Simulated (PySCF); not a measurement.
Fill in the blanks.

Species: 3-methylhexane, C7H16.
Atom-mapped SMILES: `[CH3:1][CH2:2][CH2:3][C@H:4]([CH3:5])[CH2:6][CH3:7]` (hydrogens: H8, H9, H10 on C1; H11, H12 on C2; H13, H14 on C3; H15 on C4; H16, H17, H18 on C5; H19, H20 on C6; H21, H22, H23 on C7)

Geometry (PBE0-D3(BJ)/def2-SVP, Å), atoms numbered from 1 in this order:
```xyz
23
C7H16 angstrom
C      3.309    0.153    0.165
C      1.944   -0.516    0.124
C      0.797    0.479    0.002
C     -0.608   -0.126    0.040
C     -0.860   -1.056   -1.143
C     -1.661    0.983    0.126
C     -3.081    0.506    0.391
H      3.495    0.735   -0.751
H      4.121   -0.584    0.261
H      3.389    0.848    1.016
H      1.799   -1.122    1.036
H      1.915   -1.229   -0.716
H      0.913    1.058   -0.934
H      0.883    1.217    0.820
H     -0.686   -0.727    0.967
H     -1.865   -1.501   -1.107
H     -0.141   -1.888   -1.170
H     -0.772   -0.506   -2.095
H     -1.634    1.572   -0.809
H     -1.362    1.682    0.926
H     -3.770    1.356    0.511
H     -3.471   -0.115   -0.430
H     -3.133   -0.096    1.313
```

```csv
property,level,value
point group,PBE0-D3(BJ)/def2-SVP,?
"rotational constants A, B, C",PBE0-D3(BJ)/def2-SVP,"5.819, 1.097, 0.989 GHz"
dipole moment,PBE0/def2-SVPD,?
HOMO energy,PBE0/def2-SVPD,-8.59 eV
LUMO energy,PBE0/def2-SVPD,0.79 eV
lowest singlet excitation,TDDFT PBE0/def2-SVPD,"8.30 eV (149 nm, f = 0.002)"
strongest line among the 10 lowest singlet transitions,TDDFT PBE0/def2-SVPD,?
lowest triplet excitation (Tamm–Dancoff),TDA PBE0/def2-SVPD,?
static isotropic polarisability,PBE0/def2-SVPD,88.6 au
vertical ionisation energy,ΔSCF PBE0/def2-SVPD,?
electronic spatial extent ⟨r²⟩ about the centre of nuclear charge,PBE0/def2-SVPD,1287 bohr²
13C chemical shifts (computed TMS as zero) by class,GIAO PBE0/pcSseg-1,"44.5 (C3), 38.0 (C4), 34.5 (C6), 24.4 (C2), 17.7 (C5), 16.8 (C1), 14.2 (C7) ppm"
1H chemical shifts (computed TMS as zero) by class,GIAO PBE0/pcSseg-1,"1.45 (H12), 1.24 (H20), 1.07 (H14), 0.98 (H8/H9/H10), 0.98 (H21/H22/H23), 0.98 (H11), 0.87 (H15), 0.87 (H19), 0.83 (H16/H17/H18), 0.79 (H13) ppm"
```

Electronic properties: PySCF, gas phase, density fitting. NMR classes are plain means over equivalent atoms (diastereotopic ones count apart unless rotation or inversion swaps them), as if these changed places fast; in this geometry the members of some classes differ.

**Question.** Give the vertical ionisation energy.

**Answer.** 10.31 eV.

**Question.** Give the lowest triplet excitation (Tamm–Dancoff).

**Answer.** 8.17 eV.

**Question.** The point group?

**Answer.** C1.

**Question.** What is the dipole moment?

**Answer.** 0.07 D.

**Question.** The strongest line among the 10 lowest singlet transitions?

**Answer.** S10 at 9.09 eV (136 nm, f = 0.108).

The principal polarisabilities are 77.9, 84.0 and 103.8 au; their mean is the isotropic value. The rotational constants make it an asymmetric top with κ = (2B − A − C)/(A − C) = -0.96, nearer the prolate limit (−1). The vertical singlet–triplet gap S1 − T1 is 0.13 eV (TDDFT singlet less Tamm–Dancoff triplet; S1: HOMO→LUMO, weight 0.96; T1: HOMO→LUMO, weight 0.89). No computed singlet falls in the visible range (750 to 380 nm, 1.65 to 3.26 eV); S1 lies 5.04 eV above its blue end. The 10 singlets span 8.30 to 9.09 eV, and their oscillator strengths add up to 0.24.

One conformer stands for the species.
